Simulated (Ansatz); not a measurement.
A nudged elastic band was laid between two geometries of C2H3AlO (7 atoms, charge 0, multiplicity 1).

Theory: RKS B3LYP-D4/def2-SVP in Ansatz 0.2.0.

```yaml
movable_images: 5
climbing_image: yes
spring: 5.0 eV/Å²
optimiser: quadratic models (default)
start_path: IDPP
force_threshold: 0.03 eV/Å
iteration_limit: 46
end_points: relaxed
```

First end point:

```xyz
7
Properties=species:S:1:pos:R:3
O -1.756 0.244 -0.479
C -0.434 0.158 -0.294
C 0.305 -0.401 0.731
Al 1.414 0.333 -0.570
H -2.211 -0.177 0.272
H -0.059 -0.908 1.637
H 2.742 0.751 -1.296
```

Last end point:

```xyz
7
Properties=species:S:1:pos:R:3
O -1.813 -0.017 -0.009
C -0.470 0.019 -0.044
C 0.401 -0.493 0.897
Al 1.333 0.294 -0.502
H -2.151 0.419 -0.803
H 0.153 -1.013 1.830
H 2.547 0.790 -1.369
```

Which bonds break or form, and what moves?

No bond is made or broken. The dihedral H5–O1–C2–C3 goes from 0 to -180°.

Give the energies along the band, and the barrier.

The forces met the threshold. The highest image is number 3 of 0 to 6, 0.36 eV above the first end and 0.39 eV above the last; the last end lies 0.03 eV below the first. A vibrational analysis at the climbing image gives one clearly imaginary mode, 541i cm⁻¹: a first-order saddle point.

```csv
image,path coordinate (Å),energy (eV),dihedral H5–O1–C2–C3 (°)
0,0.00,0.00,0
1,0.34,0.07,20
2,0.68,0.25,52
3,1.02,0.36,88
4,1.36,0.26,123
5,1.71,0.06,154
6,2.05,-0.03,-180
```

What is the geometry of the highest image?


```xyz
7
Properties=species:S:1:pos:R:3:forces:R:3
O -1.797 -0.129 -0.388 -0.01 -0.01 0.00
C -0.448 0.003 -0.231 0.01 0.00 0.00
C 0.390 -0.620 0.661 0.01 0.00 0.00
Al 1.346 0.465 -0.535 0.00 0.00 0.00
H -2.249 0.499 0.193 0.01 0.00 0.00
H 0.115 -1.327 1.456 -0.01 0.00 0.00
H 2.643 1.109 -1.155 0.00 0.00 0.00
```

What are the harmonic wavenumbers there?

541i, 324, 356, 471, 489, 609, 721, 872, 1019, 1121, 1199, 1525, 1969, 3121, 3804 cm⁻¹.

Time of the run: 2.4 min on 1 thread of AMD EPYC 7R43 64-Core Processor (Zen 3), on a shared host, peak memory 0.15 GiB.
